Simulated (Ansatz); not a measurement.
ClH₇OSi₃ (`O[SiH2][SiH]([SiH3])Cl`), relaxed with RKS PBE-D4/def2-SVP in the Gaussian-basis code of Ansatz from a rough embedded geometry. The force threshold is 0.03 eV/Å; the program also tests the step.

Total charge 0; spin multiplicity 1.

Start:

```xyz
12

O     0.752    0.613   -2.769
Si    0.917   -0.068   -1.321
Si   -0.894    0.348    0.016
Si   -0.480   -0.728    2.054
Cl   -1.182    2.351    0.288
H     0.880    1.647   -2.824
H     1.073   -1.536   -1.522
H     2.101    0.475   -0.659
H    -2.206   -0.216   -0.613
H    -1.533   -0.541    2.979
H     0.826   -0.165    2.574
H    -0.255   -2.180    1.799
```

(1) How much energy does the relaxation release, and in how many steps? (An estimate is asked.)

(2) Which bonds change most? (An estimate is asked.)

(3) Give the relaxed structure. (An estimate is asked.)

Results:

(1) Ansatz gave: 47.88 kJ/mol, in 15 steps, 1 of them rejected.

(2) Computed: Si4–H10 from 1.414 to 1.504 Å; Si3–Cl5 from 2.042 to 2.131 Å; O1–Si2 from 1.609 to 1.684 Å; Si2–Si3 from 2.289 to 2.363 Å.

(3) Computed: 
```xyz
12

O     0.845    1.079   -2.650
Si    1.061   -0.146   -1.516
Si   -0.794    0.029   -0.064
Si   -0.519   -0.639    2.172
Cl   -1.021    2.148   -0.040
H     0.395    1.857   -2.262
H     1.128   -1.453   -2.252
H     2.320    0.015   -0.694
H    -2.060   -0.541   -0.651
H    -1.707   -0.217    2.992
H     0.724    0.005    2.723
H    -0.372   -2.137    2.242
```
